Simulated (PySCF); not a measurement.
# Dipole moment and polarisability of `P[SiH2]/N=C/C1CC1`

C4H10NPSi.
Geometry (GFN2-xTB, Å), atoms numbered from 1 in this order:
```xyz
17
C4H10NPSi angstrom
P      3.4262    0.6462   -1.1706
Si     2.4223   -0.7908    0.2347
N      0.8840   -0.1038    0.5131
C     -0.2939   -0.3767    0.1686
C     -1.4208    0.4730    0.5420
C     -2.7605   -0.1707    0.8199
C     -2.5734    0.6155   -0.4266
H      3.4816    1.6876   -0.2663
H      4.6991    0.2176   -0.8446
H      3.0132   -0.8191    1.5730
H      2.5272   -2.1152   -0.3986
H     -0.5546   -1.2619   -0.4268
H     -1.1438    1.3384    1.1289
H     -3.3533    0.2471    1.6186
H     -2.8223   -1.2459    0.7439
H     -2.5042    0.0830   -1.3630
H     -3.0337    1.5877   -0.5079
```

Level: CAM-B3LYP/def2-SVPD (PySCF), static field, nuclei fixed, core orbitals frozen in the response. The polarisability tensor in these axes (au):

```
x   146.51   2.01  -6.77
y     2.01  95.44  -5.59
z    -6.77  -5.59  93.80
```

Give the principal values, the mean and the anisotropy Δα = √{½[(α1 − α2)² + (α2 − α3)² + (α1 − α3)²]}.

Principal values 88.70, 99.54 and 147.51 au; mean 111.92 au = 16.58 Å³ = 18.45 × 10⁻⁴⁰ C²·m²/J; Δα = 54.21 au (48 % of the mean).

What is the dipole moment, and where does it point?

(-2.24, -0.56, 0.19) D, 2.32 D in size, pointing from the negative to the positive side. Measured along this direction, the outermost atoms are H9 at the negative end and H14 at the positive end.

How large is μ²/3kT at 273 K beside α?

In Gaussian units μ²/3kT = 47.60 Å³ against 16.58 Å³, a ratio of 2.87; the Debye molar polarisation (4π/3)N_A(α + μ²/3kT) is 161.9 cm³/mol, leaving out the vibrational part.

Sum over states: ᾱ = Σ f/ω², ω in Eh. What share falls to these 8 lowest TDDFT singlets (eV, f)? 4.35, 0.0006; 6.13, 0.1926; 6.36, 0.1303; 6.59, 0.1532; 6.81, 0.0562; 6.92, 0.4449; 7.13, 0.0065; 7.18, 0.0106.

They add up to 16.84 au, 15.0 % of the 111.92 au; the largest single term is 6.88 au, from the state at 6.92 eV. Terms in order: 0.02, 3.80, 2.38, 2.61, 0.90, 6.88, 0.09, 0.15 au. Higher excitations give the rest. The strengths listed sum to 0.995.

Along which axes do the principal values lie, and how far do the nuclei extend along each?

Largest value along (0.99, 0.05, -0.13), where the nuclei span 8.29 Å; middle along (-0.12, 0.78, -0.61), 3.89 Å; least along (0.07, 0.62, 0.78), 3.09 Å. The response follows the extents in order.

Geometry: GFN2-xTB, one conformer, isolated molecule.

These values come from a run that also computed excited states. On an Arm Neoverse N1 with one thread, no GPU, shared host with 64 logical CPUs at a one-minute load of 60, this took 1.7 min wall and 1.0 GiB of memory at its peak.
